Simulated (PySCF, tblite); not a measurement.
Compound: C₂H₉N₃Si₂.
Cartesian coordinates in Å at the GFN2-xTB level; atoms count from 1:
```
atom  x, y, z in Å
N1    -1.6427    1.3980   -2.2953
C2    -1.5917    0.6203   -1.4552
Si3   -1.5232   -0.6529   -0.0749
N4    -2.6014   -0.3932    1.2389
N5     0.0393   -0.4139    0.5806
C6     1.2531   -0.3040   -0.2082
Si7    2.5515    0.7560    0.7015
H8    -1.8958   -1.9369   -0.6799
H9    -2.4926    0.4337    1.8035
H10   -3.5775   -0.5893    1.0995
H11    0.2168   -0.7797    1.5035
H12    0.9866    0.1568   -1.1610
H13    1.6570   -1.2971   -0.4493
H14    3.7425    0.8668   -0.1399
H15    2.8873    0.0764    1.9590
H16    1.9832    2.0679    1.0021
```

Computed with CAM-B3LYP/def2-SVPD in PySCF (dipole) on a GFN2-xTB geometry, gas phase.

Masses are those of the commonest isotopes; rigid-rotor values at the optimised geometry. The values belong to one conformer with, in the numbering `[N:1]#[C:2][Si@H:3]([NH2:4])[NH:5][CH2:6][SiH3:7]`, C2–Si3–N4–H -63° and 75°, C2–Si3–N5–C6 -47°, Si3–N5–C6–Si7 152°.

(1) Give the principal moments of inertia and the rotational constants in MHz.

(2) Classify the top.

(3) What does the inertial defect say?

(4) Give the other two planar moments, Paa and Pbb, and the rms extents of the mass along the axes.

(5) List the rotational levels J(Ka,Kc) to J = 4 (cm⁻¹).

(6) Which types of transition are allowed, and where do some lines up to J = 4 fall?

(7) Estimate the classical rotational partition function at 10 K, 100 K and 500 K.

Results:

(1) Ia = 203.31, Ib = 536.01, Ic = 668.64 u·Å²; 505379 MHz·u·Å²/I gives A = 2486, B = 942.8, C = 755.8 MHz.

(2) An asymmetric top; Ray's κ = -0.784.

(3) Not planar: Δ = Ic − Ia − Ib = -70.68 u·Å². For a rigid frame Δ = −2 Σ m c², so Σ m c² = 35.34 u·Å² lies off the ab plane: 12.90 from hydrogen and 22.44 from heavier atoms. The atom farthest from that plane is 1.79 Å away.

(4) Paa = Σ m a² = (Ib + Ic − Ia)/2 = 500.67 and Pbb = Σ m b² = (Ia + Ic − Ib)/2 = 167.97 u·Å². With the mass M = 131.03 u, the rms extents √(P/M) along a, b and c are 1.95, 1.13, 0.52 Å.

(5) Above 0(0,0):
J = 1: 1(0,1) 0.0567, 1(1,1) 0.1081, 1(1,0) 0.1144
J = 2: 2(0,2) 0.1695, 2(1,2) 0.2152, 2(1,1) 0.2339, 2(2,1) 0.3883, 2(2,0) 0.3889
J = 3: 3(0,3) 0.3373, 3(1,3) 0.3755, 3(1,2) 0.4129, 3(2,2) 0.5583, 3(2,1) 0.5610, 3(3,1) 0.8316, 3(3,0) 0.8316
J = 4: 4(0,4) 0.5589, 4(1,4) 0.5887, 4(1,3) 0.6509, 4(2,3) 0.7845, 4(2,2) 0.7923, 4(3,2) 1.0592, 4(3,1) 1.0594, 4(4,1) 1.4404, 4(4,0) 1.4404
Those of J = 1 are B + C, A + C and A + B.

(6) The dipole components are |μa| = 0.46 D, |μb| = 3.61 D, |μc| = 0.45 D. Intensities carry the squares of the components, which stand as 0.02 : 1.00 : 0.02 (a : b : c). Some lines, for components of 0.1 D or more:

```tsv
type	branch	J(Ka,Kc)	MHz	lower level (cm⁻¹)
b	R	1(1,1) ← 0(0,0)	3242	0.000
a	R	2(1,1) ← 1(1,0)	3584	0.114
b	Q	4(2,2) ← 4(1,3)	4239	0.651
c	Q	3(2,2) ← 3(1,2)	4359	0.413
b	Q	3(3,1) ← 3(2,2)	8192	0.558
b	R	2(2,0) ← 1(1,1)	8416	0.108
c	R	3(2,2) ← 2(1,2)	10286	0.215
b	R	3(2,1) ← 2(1,2)	10365	0.215
b	R	4(2,3) ← 3(1,2)	11141	0.413
c	Q	4(4,1) ← 4(3,1)	11422	1.059
b	R	4(4,1) ← 3(3,0)	18252	0.832
c	R	4(4,1) ← 3(3,1)	18253	0.832
```

(7) Point group C1, symmetry number σ = 1; q = (√π/σ)·√((kT/h)³/(ABC)), k/h = 20836.6 MHz/K: 4010 at 10 K, 127000 at 100 K, 1420000 at 500 K.

Its GFN2-xTB frequencies are all real (lowest 37 cm⁻¹). These are rigid-rotor constants of the computed structure; measured ground-state constants (B0) also hold zero-point vibration. A rigid rotor knows nothing of inversion at nitrogen or internal rotation, which can split or shift real lines. Quadrupole hyperfine structure (14N) is left out.
